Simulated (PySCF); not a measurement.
## Working out the ionisation energy of Pt²⁺

Pt²⁺ [Xe] 4f14 5d8 (3F) → Pt³⁺ [Xe] 4f14 5d7 (4F). Computed with PySCF 2.14 in aug-cc-pVDZ-PP with ECP60MDF (5s5p4d2f, 54 functions), with a scalar-relativistic core potential. Frozen: 5s2 5p6. Energies in hartree (1 hartree = 27.21139 eV):

| part | Pt²⁺ (lower) | Pt³⁺ (upper) |
| --- | --- | --- |
| UHF | -117.614113 | -116.541978 |
| MP2 opposite-spin | -0.099958 | -0.062142 |
| MP2 same-spin | -0.056362 | -0.045184 |

Problem. What does Hartree-Fock give?

Solution. (-116.541978) − (-117.614113) = 1.072135 hartree = 29.174 eV.

Problem. What do MP2 and SCS-MP2 (6/5 opposite-spin, 1/3 same-spin) give?

Solution. The opposite-spin parts differ by 1.029 eV and the same-spin parts by 0.304 eV. MP2: 29.174 + (1.029) + (0.304) = 30.507 eV. SCS-MP2: 29.174 + 1.2 × (1.029) + (0.304)/3 = 30.510 eV.

Reference: 29 ± 1.6 eV (theoretical estimate listed by NIST; NIST Atomic Spectra Database, ionization energies), between the lowest levels; spin-orbit coupling is absent from the calculation.

A double-zeta basis recovers only part of the correlation energy.

What remains against the reference includes basis incompleteness, the frozen core and correlation beyond second order.
